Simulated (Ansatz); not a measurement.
Two isomers of C2H9NOSi: A = `CCO[SiH2]N`, B = `CC(N)O[SiH3]`.

Isolated molecules relaxed with PBE0-D4/def2-TZVP in Ansatz; ΔE leaves out vibrations. CCSD(T)/CBS is the MP2 limit (def2-TZVPP, def2-QZVPP) plus CCSD(T) − MP2 in def2-TZVPP, frozen cores. Functionals use def2-TZVPP. B3LYP here is the variant with VWN-RPA as its local correlation; programs differ in this. One conformer a species, not always the lowest.

A:

Z-matrix (Å, degrees):
```
C
C 1 1.509
H 1 1.093 2 110.5
H 1 1.092 2 110.4 3 -120.1
H 1 1.092 2 110.5 3 120.2
O 2 1.413 1 109.5 3 179.7
H 2 1.098 1 110.2 3 58.8
H 2 1.099 1 110.1 3 -59.2
Si 6 1.645 2 123.0 1 173.2
N 9 1.706 6 116.7 2 63.2
H 9 1.488 6 109.0 2 -55.5
H 9 1.479 6 103.3 2 -176.5
H 10 1.006 9 123.0 6 68.3
H 10 1.005 9 122.1 6 -91.7
```

B:

```xyz
14

C     0.136    0.985    1.224
C    -0.168   -0.349    0.580
N     0.280   -1.417    1.407
O     0.445   -0.409   -0.718
Si   -0.219    0.205   -2.088
H     1.216    1.095    1.355
H    -0.346    1.051    2.200
H    -0.214    1.809    0.600
H    -1.252   -0.464    0.447
H     1.278   -1.346    1.567
H     0.098   -2.312    0.970
H    -1.641   -0.225   -2.210
H     0.578   -0.318   -3.222
H    -0.192    1.695   -2.111
```

(1) Which is lower in electronic energy at CCSD(T)/CBS, and by how much? (Estimate.)

(2) Give E(B) − E(A) in kcal/mol with r2SCAN-D4, CCSD(T)/def2-TZVPP, B3LYP, ωB97M-V, PBE0-D4, HF/def2-TZVPP, B2PLYP. (An estimate is asked.)

Largest T1 diagnostic: 0.011.

Answers

(1) The calculation gave: A, by 25.1 kcal/mol.

(2) Computed: r2SCAN-D4 24.4, CCSD(T)/def2-TZVPP 24.2, B3LYP 25.3, ωB97M-V 24.8, PBE0-D4 23.8, HF/def2-TZVPP 25.8, B2PLYP 25.4. None reverses the order clearly.

From PBE to PBE0 (25 % exact exchange), in def2-TZVPP and without D4, E(B) − E(A) moves by +0.7 kcal/mol.
